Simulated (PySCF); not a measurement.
Input of a run (PBE0-D3(BJ)/def2-SVP geometry optimisation, gas phase (PySCF 2.14.0)), started from a GFN2-xTB structure with every atom displaced at random (by about 0.01 Å):
```
{"job": {"xc": "PBE0", "basis": "def2-SVP", "d3": "d3bj", "grid": 1, "shake": 0.01, "kind": "geom"}, "charge": 0, "multiplicity": 1}
F     -1.515000     0.138310     1.370360
C     -1.039140     0.225480     0.119460
F     -2.030850    -0.173340    -0.716390
F     -0.806110     1.546050    -0.136790
Si     0.572820    -0.860670    -0.086760
Se     2.310760     0.578780    -0.174760
H      0.620540    -1.685460     1.121200
H      0.385750    -1.587340    -1.322370
H      1.559040     1.801040    -0.207690
```

Output (energies in Eh, forces in Eh/bohr):
```
step   0  E = -3029.13097369  max force = 0.021590
step   1  E = -3029.13503667  max force = 0.006196
step   2  E = -3029.13560799  max force = 0.004054
step   3  E = -3029.13598417  max force = 0.002695
step   4  E = -3029.13645438  max force = 0.003412
step   5  E = -3029.13771813  max force = 0.011438
step   6  E = -3029.13846560  max force = 0.010476
step   7  E = -3029.13969043  max force = 0.003478
step   8  E = -3029.13998063  max force = 0.002380
step   9  E = -3029.14002866  max force = 0.001519
step  10  E = -3029.14005963  max force = 0.000925
step  11  E = -3029.14006510  max force = 0.000850
step  12  E = -3029.14006667  max force = 0.000978
step  13  E = -3029.14006575  max force = 0.000418
optimisation converged
```

Q: Summarise the run.

A: The energy falls by 5.7 kcal/mol over 14 energy and gradient evaluations, the largest force component goes from 0.0216 to 4.2e-04 Eh/bohr, and the atoms move by 0.514 Å rms after alignment. The bond that changes most is Si5–H8 (SiH2 silicon to Si–H hydrogen), which lengthens by 0.043 Å. Bonds longer at the end by more than 0.005 Å: 4 of 8; shorter: 4. Among the angles that change most is Si5–Se6–H9, from 98.1° to 92.1°. Among the dihedrals that turn most is H7–Si5–Se6–H9, from -120° to 177°. The energy never rose by more than 1e-6 Eh on the way. The first step brought 45 % of the lowering.

Q: What are the final bond lengths?

A: F1–C2 1.336 Å, C2–F3 1.343 Å, C2–F4 1.342 Å, C2–Si5 1.935 Å, Si5–Se6 2.265 Å, Si5–H7 1.487 Å, Si5–H8 1.489 Å, Se6–H9 1.473 Å. Numbering counts from 1 in the input's order; the species is `FC(F)(F)[SiH2][SeH]`.

The run used 121 basis functions and 93 SCF cycles in all. Time: 95 s wall; peak memory 0.51 GiB. Hardware: one thread, Arm Neoverse V1 (aarch64), shared host with 32 logical CPUs at a one-minute load of 29.

Not checked by PBE0-D3(BJ)/def2-SVP frequencies. One conformer, not necessarily the lowest.
